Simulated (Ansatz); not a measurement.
This geometry of C₂H₇AlSSi (12 atoms, charge 0, multiplicity 1) is a first-order saddle point.

These are results of RKS BHLYP/def2-SVP in Ansatz, not measurements.

```xyz
12
Properties=species:S:1:pos:R:3
C 1.311 -0.159 -1.103
C 0.280 -0.258 -0.247
Al 0.498 -1.555 1.195
Si -1.250 0.760 -0.557
S -1.420 2.354 0.901
H 1.305 0.502 -1.972
H 2.229 -0.738 -0.987
H 1.846 -2.371 1.220
H -0.621 -1.776 2.281
H -1.212 1.382 -1.902
H -2.455 -0.097 -0.479
H -0.434 1.902 1.685
```

Which two structures does it join? (They come from a converged band through this point; their orientation in space is the band's.)

No bond is made or broken. The dihedral C2–Si4–S5–H12 goes from 63 to -78°.

First end point:

```xyz
12
Properties=species:S:1:pos:R:3
C 1.302 -0.229 -1.126
C 0.277 -0.353 -0.268
Al 0.475 -1.624 1.200
Si -1.222 0.729 -0.477
S -1.510 1.941 1.287
H 1.289 0.458 -1.976
H 2.221 -0.809 -1.032
H 1.902 -2.266 1.400
H -0.743 -2.040 2.105
H -1.084 1.578 -1.685
H -2.474 -0.056 -0.555
H -0.357 2.617 1.163
```

Last end point:

```xyz
12
Properties=species:S:1:pos:R:3
C 1.294 -0.406 -1.301
C 0.360 -0.306 -0.343
Al 0.602 -1.393 1.256
Si -1.027 0.920 -0.552
S -1.121 2.288 1.120
H 1.275 0.187 -2.218
H 2.142 -1.090 -1.227
H 1.874 -2.320 1.334
H -0.462 -1.359 2.419
H -0.804 1.770 -1.745
H -2.333 0.228 -0.664
H -1.723 1.427 1.955
```

How far does it lie above each of them?

0.119 eV above the first and 0.096 eV above the second. This is the barrier of this one path; another mechanism may lie lower.

The run took 2.9 min on 2 threads of Arm Neoverse V2, on a shared host, peak memory 0.28 GiB.
